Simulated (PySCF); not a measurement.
SiBH3O5

The system: SiBH3O5, a molecule drawn as a unit of a network glass or zeolite (built as: Si B3, OH ends, O bridges); neutral, singlet. The structure, one conformer, was relaxed in the gas phase by PBE0-D3(BJ)/def2-SVP. No frequency run checks that it is a minimum.

SMILES: OB1O[Si](O)(O)O1

```csv
atom,x (Å),y (Å),z (Å)
O1,2.474,-0.478,0.760
B2,1.206,-0.218,0.399
O3,0.062,-0.792,0.954
Si4,-0.781,0.180,-0.141
O5,-1.685,1.377,0.489
O6,-1.710,-0.600,-1.238
O7,0.772,0.659,-0.605
H8,3.099,0.045,0.247
H9,-2.620,1.378,0.263
H10,-1.358,-1.397,-1.644
```

Shieldings: GIAO PBE0/pcSseg-2. Shifts are against computed references at the same level: H TMS (σ 31.24 ppm), Si TMS (σ 341.3 ppm). Core levels by delta-SCF with SCAN, pcX-2 on the ionised atom and pcseg-1 elsewhere, spin-free X2C (2p3/2 is the spin-free 2p value less a third of a first-order spin-orbit splitting); from the vacuum level, for chosen atoms.

(1) Give the shieldings and core levels atom by atom.

(2) Which of O3, O5, O6, O7 holds its core electrons tightest, and by how much against the loosest?

(3) By CAM-B3LYP/def2-SVPD (TDDFT singlets, Tamm-Dancoff triplets, ionisation by delta-SCF), where does absorption start, and what does vertical ionisation take?

## Answers

(1) 
```json
{"atoms": "O1", "bonded to": "1 B + 1 H", "σ (ppm)": "249.6", "δ (ppm)": "-", "core level (eV)": "-"}
{"atoms": "B2", "bonded to": "3 O", "σ (ppm)": "78.3", "δ (ppm)": "-", "core level (eV)": "-"}
{"atoms": "O3", "bonded to": "1 B + 1 Si", "σ (ppm)": "177.6", "δ (ppm)": "-", "core level (eV)": "1s 538.41"}
{"atoms": "Si4", "bonded to": "4 O", "σ (ppm)": "404.3", "δ (ppm)": "-63.0", "core level (eV)": "2p3/2 109.28"}
{"atoms": "O5", "bonded to": "1 Si + 1 H", "σ (ppm)": "287.8", "δ (ppm)": "-", "core level (eV)": "1s 539.59"}
{"atoms": "O6", "bonded to": "1 Si + 1 H", "σ (ppm)": "279.7", "δ (ppm)": "-", "core level (eV)": "1s 539.68"}
{"atoms": "O7", "bonded to": "1 B + 1 Si", "σ (ppm)": "173.6", "δ (ppm)": "-", "core level (eV)": "1s 538.47"}
{"atoms": "H8", "bonded to": "1 O", "σ (ppm)": "27.90", "δ (ppm)": "3.35", "core level (eV)": "-"}
{"atoms": "H9", "bonded to": "1 O", "σ (ppm)": "28.89", "δ (ppm)": "2.35", "core level (eV)": "-"}
{"atoms": "H10", "bonded to": "1 O", "σ (ppm)": "29.11", "δ (ppm)": "2.13", "core level (eV)": "-"}
```

Values are those of this one static structure; atoms that internal rotation interchanges would show their mean in an NMR spectrum.

(2) O6 (bonded to 1 Si + 1 H), by 1.27 eV over O3 (bonded to 1 B + 1 Si).

(3) The first singlet with intensity lies at 8.23 eV (f 0.051); what lies below it is dark. The lowest singlet lies at 7.74 eV (f 0.000), the strongest of the first 6 at 9.15 eV (f 0.058), the lowest triplet at 7.52 eV; vertical ionisation takes 11.80 eV.
